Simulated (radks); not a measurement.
Results of a calculation; reference values are marked as such.
Valence configurations of Bi IV. Level of theory: scalar-relativistic Kohn-Sham, r2SCAN, spin-polarised, spherical densities, finite nucleus; open shells are filled with parallel spins first (spin-orbit coupling, left out, can overturn this in heavy ions); meta-GGA in the generalised Kohn-Sham scheme; Fermi nuclear charge, rms radius 5.5211 fm (a radial shooting solver on a logarithmic mesh with Libxc functionals). Energies are relative to [Hg]; eigenvalues in eV for spin up.

\begin{tabular}{lrrrrrr}
valence & E (eV) & moment (Bohr magnetons) & e(4f) & e(5d) & e(6p) & e(6s) \\ \hline
[Hg] & 0.000 & 0 & -182.43 & -55.602 & - & -40.164 \\
[Xe] 4f14 5d9 6s2 6p1 & 29.146 & 2 & -189.50 & -61.259 & -30.153 & -43.767 \\
[Xe] 4f14 5d9.5 6s2 6p0.5 & 14.397 & 1 & -185.97 & -58.454 & -28.731 & -42.018 \\
[Xe] 4f13 5d10 6s2 6p1 & 163.66 & 2 & -204.45 & -63.065 & -30.373 & -44.083 \\
[Xe] 4f12 5d10 6s2 6p2 & 344.65 & 4 & -227.01 & -70.632 & -33.126 & -47.685 \\
[Xe] 4f12 5d10 6p4 & 374.14 & 4 & -230.41 & -73.653 & -34.679 & - \\
[Xe] 4f11 5d10 6s2 6p3 & 543.73 & 6 & -250.12 & -78.321 & -35.627 & -51.084 \\
[Xe] 4f14 5d10 6s1 6p1 & 11.408 & 2 & -184.14 & -57.402 & -29.422 & -42.555 \\
[Xe] 4f14 5d10 6p2 & 24.393 & 2 & -185.89 & -58.851 & -30.302 & - \\
\end{tabular}

NIST lists [Hg] as the ground configuration; this level of theory agrees among the configurations tried. The energies are those of spherical high-spin densities, not of single terms.
